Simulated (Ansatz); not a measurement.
```yaml
crystal:
  periodic: [false, false, false]
  atoms:
    - {symbol: O, position_ang: [-0.112585, -1.000181, -2.829508]}
    - {symbol: C, position_ang: [-0.104006, -0.806653, -1.686829]}
    - {symbol: N, position_ang: [-0.106431, -0.663201, -0.496092]}
    - {symbol: Si, position_ang: [0.034826, 0.243138, 0.923518]}
    - {symbol: Cl, position_ang: [1.883255, 1.085360, 1.018806]}
    - {symbol: Cl, position_ang: [-1.373216, 1.710111, 0.943808]}
    - {symbol: H, position_ang: [-0.160643, -0.636574, 2.080599]}
basis:
  gaussian: {orbitals: "6-311G**"}
magnetization: {spin_polarized: true, initial_magnetization: 0}
hamiltonian: {xc: {name: BLYP}}
output: {forces: true}
```

```sh
$ ansatz run in.yaml --threads 4 --pin off --events-out ev --progress --plain --max-ram 10444MiB
```

Output, abridged:

```
Error: <dir> can't be read: No such file or directory (os error 2)
```
